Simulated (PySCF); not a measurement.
All values below come from PBE-D3(BJ)/def2-TZVP // CAM-B3LYP-D3(BJ)/def2-TZVP (PySCF 2.14.0). Isolated molecules, 0 K electronic values unless said otherwise. One relaxed conformer stands for a flexible species; it need not be the lowest. Delta-SCF ions had no search for a lower state. 

Reference species (SMILES): `BB=N` (neutral, multiplicity 1).

```json
{
  "vertical ionisation energy (Delta-SCF)": "10.69 eV",
  "S1 oscillator strength": "0.000",
  "HOMO": "-7.10 eV"
}
```

Changed species: `BN=B`.

**Question.** Predict the effect on the vertical ionisation energy (Delta-SCF), S1 oscillator strength and HOMO.

**Answer.** the vertical ionisation energy (Delta-SCF) decreases by 0.64 eV, to 10.05 eV; the S1 oscillator strength hardly moves; the HOMO rises by 0.51 eV, to -6.59 eV.
